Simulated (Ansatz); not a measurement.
`FC(F)C(F)(F)F` → `FC(F)(F)F` + `[CH]F`  (formal loss of a carbene)

Calculated with Ansatz (gas phase, PBE0-D4/def2-TZVP geometries, no zero-point term in ΔE). CCSD(T)/CBS adds triple-zeta CCSD(T) − MP2 to the extrapolated MP2 energy (def2 sets, frozen cores). This one scheme is used for every species. Functionals use def2-TZVPP. B3LYP here is the variant with VWN-RPA as its local correlation; programs differ in this.

| level | ΔE (kJ/mol) |
| --- | --- |
| r2SCAN-D4 | 367.0 |
| B2PLYP | 343.7 |
| revPBE | 331.0 |
| B3LYP | 336.4 |
| r2SCAN0 | 366.6 |
| LC-ωPBE | 363.5 |
| CCSD/def2-TZVPP | 335.1 |
| MP2/def2-QZVPP | 365.2 |

Problem. What does CCSD(T)/CBS give? (Estimate.)

Solution. The calculation gave: +344.8 kJ/mol. The listed levels differ from it by 22.2, -1.1, -13.8, -8.4, 21.8, 18.7, -9.7, 20.4 kJ/mol.

Largest T1 diagnostic among the species: 0.018.

From PBE to PBE0 (25 % exact exchange), in def2-TZVPP and without D4, ΔE moves by +5.5 kJ/mol. In def2-TZVPP, CCSD(T) changes the Hartree–Fock value by +40.0 kJ/mol (the triples alone add +3.0 kJ/mol) and MP2 by +63.5 kJ/mol. Leaving LDA and LC-ωPBE aside and taking each functional with its dispersion term where it has one, the values, not all of them listed here, spread over 31.3 kJ/mol, from BLYP-D4 to r2SCAN0-D4. LDA lies +57.5 kJ/mol from PBE without D4.
